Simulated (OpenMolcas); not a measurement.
An OpenMolcas run meant for Ni (ANO-RCC-VDZ, DKH2; inactive shells 1s 2s 2p 3s 3p; intended active space 10 electrons in 6 orbitals (3d 4s)). One step of its input:

```
&RASSCF
FileOrb=start.orb
Symmetry=1
Spin=3
nActEl=10 0 0
Inactive=3 6
Ras2=6 0
CIRoot=14 14 1
SDav=15
CIMx=300
Iter=54 100
PrWF=0.3
OrbListing=Nothing
MaxOrb=0
Atom
```

The run finished. Its levels beside those of a sound run (CASSCF), in cm-1 above each run's lowest level:

```
      Level  This run  Usual run
3d8 4s2 3F4       0.0        0.0
3d8 4s2 3F3      1311       1303
3d8 4s2 3F2      2207       2191
3d8 4s2 1D2     15373      15066
3d8 4s2 3P2     19462      19370
3d8 4s2 3P1     19883      19803
3d8 4s2 3P0     20207      20124
3d8 4s2 1G4     24273      23937
```

Q: Which setting is unsound, and how much does it matter here?

A: CIRoot is one short, so the average cuts through a term and the orbitals lose spherical symmetry. Against the sound run the excited levels shown move by 130 cm-1 on average and by 340 cm-1 at most.

Without dynamic correlation excited terms often stand tens of per cent too high (terms of higher spin than the ground term too low), and those without a measured partner can miss by more than the paired ones. Only configurations of the active space appear.
